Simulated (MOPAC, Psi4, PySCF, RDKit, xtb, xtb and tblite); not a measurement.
Two geometries of SMILES COC(=O)[SiH2]N, relaxed at GFN2-xTB with one dihedral held; other torsions can differ between them too.

Structure A

```
13

C     -2.6640    -0.0025     0.2913
O     -1.2813     0.0829     0.5497
C     -0.4205    -0.0081    -0.4906
O      0.6961    -0.4116    -0.2718
Si    -0.8088     0.8438    -2.1682
N      0.5953     0.4641    -3.0566
H     -3.1567     0.1091     1.2560
H     -2.9199    -0.9740    -0.1377
H     -3.0000     0.7904    -0.3832
H     -1.9726     0.2706    -2.8500
H     -1.0658     2.2576    -1.8492
H      1.4214     0.1818    -2.5518
H      0.8188     0.8932    -3.9374
```

Structure B

```
13

C      2.5366     0.0730     0.1041
O      1.2164     0.1479     0.6334
C      0.2078    -0.0676    -0.2179
O      0.3788    -0.3246    -1.3864
Si    -1.4840     0.0718     0.6601
N     -2.5680     0.1662    -0.6600
H      3.2112     0.3035     0.9244
H      2.7297    -0.9294    -0.2836
H      2.6559     0.7925    -0.7083
H     -1.5369     1.3079     1.4385
H     -1.6138    -1.0923     1.5484
H     -2.2673    -0.1665    -1.5629
H     -3.5651     0.0956    -0.5519
```

### Question
Which is lower in energy at the level DF-MP2 (frozen core)/cc-pVTZ // GFN2-xTB (Psi4), and by how much?

### Answer
B is lower, by 8.90 kcal/mol (dihedral C1–O2–C3–Si5: 40° in A, 180° in B).

E(B) − E(A) in kcal/mol at the other levels, on the same two geometries: GFN2-xTB (xtb and tblite) -8.76; MMFF94 // GFN2-xTB (RDKit) -11.81; B3LYP/def2-TZVP // GFN2-xTB (Psi4) -8.69; B3LYP-D3(BJ)/def2-TZVP // GFN2-xTB (Psi4) -7.97; PBE/def2-TZVP // GFN2-xTB (Psi4) -7.77; PBE-D3(BJ)/def2-TZVP // GFN2-xTB (Psi4) -7.37; HF/cc-pVTZ // GFN2-xTB (Psi4) -10.11; UFF // GFN2-xTB (RDKit) -1.29; AM1, restricted, heats of formation // GFN2-xTB (MOPAC) -15.49; PM7, restricted, heats of formation // GFN2-xTB (MOPAC) -14.67; GFN1-xTB // GFN2-xTB (xtb) -9.60; restricted B3LYP/6-31G*, spherical d, density fitting // GFN2-xTB (PySCF) -9.26; restricted MP2 (frozen core)/3-21G // GFN2-xTB (PySCF) -11.90; restricted Hartree-Fock/LANL2DZ, with its core potentials past Ne // GFN2-xTB (PySCF) -11.93; restricted B3LYP/LANL2DZ, with its core potentials past Ne // GFN2-xTB (PySCF) -9.74.
